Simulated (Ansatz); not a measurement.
`CC(C)(C)O[Si](Cl)(Cl)Cl` → `C[C](C)C`• + `[O][Si](Cl)(Cl)Cl`•  (homolysis of the C–O bond)

Computed with Ansatz on PBE0-D4/def2-TZVP structures; ΔE is electronic, products minus reactants. CCSD(T)/CBS is the MP2 limit (def2-TZVPP, def2-QZVPP) plus CCSD(T) − MP2 in def2-TZVPP, frozen cores. DFT in def2-TZVPP. No spin–orbit coupling; open shells (•) take unrestricted orbitals. One conformer a species, not always the lowest.

```
             level  ΔE (kJ/mol)
           BLYP-D4        399.0
           PBE0-D4        420.2
          BHLYP-D4        407.1
           ωB97M-V        443.7
             BHLYP        380.9
     CCSD/def2-SVP        431.3
     HF/def2-TZVPP        273.8
SCS-MP2/def2-QZVPP        474.8
```

Question: What does CCSD(T)/CBS give? (Best estimate.)

Answer: The calculation gave: +456.0 kJ/mol. The listed levels differ from it by -57.0, -35.8, -48.9, -12.3, -75.1, -24.7, -182.2, 18.8 kJ/mol.

Largest T1 diagnostic among the species: 0.014.

Leaving LDA and LC-ωPBE aside and taking each functional with its dispersion term where it has one, the values spread over 44.8 kJ/mol, from BLYP-D4 to ωB97M-V. LDA lies +102.5 kJ/mol from PBE without D4, its usual overbinding. In def2-TZVPP, CCSD(T) changes the Hartree–Fock value by +169.4 kJ/mol (the triples alone add +16.2 kJ/mol) and MP2 by +214.0 kJ/mol; breaking electron pairs costs correlation energy, which Hartree–Fock lacks. From PBE to PBE0 (25 % exact exchange), in def2-TZVPP and without D4, ΔE moves by +9.0 kJ/mol.

CCSD(T)/CBS has its own doubt, a few kJ/mol and more with outer-core shells, so smaller differences from it don't rank the levels.
